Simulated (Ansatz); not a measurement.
A made-up structure of GaH3Te, singlet:

```xyz
5
angstrom
Ga -0.2175 -0.5006 0.1416
Te 0.7352 1.0968 0.7635
H -0.2053 -1.0737 1.3871
H -0.7614 -0.8358 -1.4152
H 0.4489 1.3133 -0.8771
```

It is relaxed with PBE-D4/def2-SVP and then PBE0-D4/def2-TZVP (Ansatz 0.2.0). Atoms count as bonded within 1.22 times the sum of their covalent radii (H–H: 0.88 Å). The end point is not checked to be a true minimum.

**Question.** Does its bonding change? (Judge from chemistry; the calculation decides.)

**Answer.** By the calculation: No: no bond forms or breaks.

Where it ends: The first stage lowers the energy by 5.02 eV in 8 steps. It ends as GaH₃Te ([GaH2][TeH]):
Ga1  (-0.308, -0.712, 0.208)
Te2  (0.878, 1.475, 0.565)
H3  (-0.455, -1.613, 1.475)
H4  (-0.826, -1.057, -1.223)
H5  (0.711, 1.907, -1.026)
(Å)

Labels in which every atom is bracketed show which atoms are joined, not bond orders.

For scale, one of the runs: PBE0-D4/def2-TZVP relaxation, 116 basis functions, launched by `ansatz run in.yaml --threads 2 --pin off --events-out ev --progress --plain --max-ram 4352MiB`. Hardware: 2 CPU threads of an Arm Neoverse V2, shared host. Wall time about 14 s.
